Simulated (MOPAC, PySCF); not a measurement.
CH$_{4}$S$_{4}$, SMILES `SC(S)(S)S`, neutral singlet in the gas phase. 

Cartesian coordinates (Å):
```xyz
9

S      1.6589     0.8994    -0.7294
C      0.0964     0.1746    -0.1294
S      0.3184    -1.1219     1.1175
S     -0.8074     1.5180     0.6920
S     -0.6607    -0.4239    -1.6731
H      2.2651     0.8650     0.4682
H      0.8480    -2.0349     0.2833
H     -1.8447     0.7683     1.1134
H     -1.8741    -0.6446    -1.1424
```
Charge 0, multiplicity 1.

All levels are single points at this geometry (PBE0-D3(BJ)/def2-TZVP); Pople sets use spherical d functions. Orbital energies aren't observables, and empty levels follow the basis.

```tsv
level	HOMO (eV)	LUMO (eV)	gap (eV)	dipole (D)	vertical IE, Delta-SCF (eV)
PBE0-D3(BJ)/def2-TZVP in PySCF	-6.95	-1.20	5.76	1.42	8.82
B3LYP/6-311+G** in PySCF	-6.81	-1.50	5.31	1.54	–
BP86/6-31G* in PySCF	-5.81	-2.14	3.67	1.68	–
HF/3-21G in PySCF	-10.23	2.79	13.02	2.25	–
HF/6-31G* in PySCF	-9.89	2.67	12.56	1.77	9.01
HF/STO-3G in PySCF	-7.09	10.16	17.24	1.35	–
AM1 in MOPAC	-9.21	-0.63	8.58	1.90	–
PM3 in MOPAC	-9.55	-1.48	8.06	2.27	–
PM7 in MOPAC	-9.25	-1.14	8.11	2.13	–
```
